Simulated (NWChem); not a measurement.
Species: SnH$_{2}$O$_{2}$BrF; SMILES [OH][Sn]([OH])([F])[Br]

```xyz
7

O      1.7251     1.2250     0.7119
Sn     0.0187     0.5911     0.0028
O     -0.2829     1.4486    -1.7345
F     -1.4325     1.1727     1.1328
Br    -0.0073    -1.8586    -0.0173
H      1.8841     2.1427     0.4528
H     -1.2102     1.4085    -2.0029
```
Atoms are numbered in this order, from 1.

Program: NWChem. All runs use the structure optimised with PBE0/def2-SVP. Not confirmed as a minimum by frequencies. def2 effective core potentials on Sn; no spin-orbit coupling. Level SCAN/def2-SVP: energy and gradient on several grids; changes count from the extra-fine grid, which is no exact limit either.

```
grid     size of the energy change (μHa)  largest change of a gradient component (μHa/bohr)
-------  -------------------------------  -------------------------------------------------
xcoarse                            20000                                              10000
coarse                              5000                                                600
medium                             10000                                                600
fine                                3000                                                300
xfine                               < 10                                               < 30
```
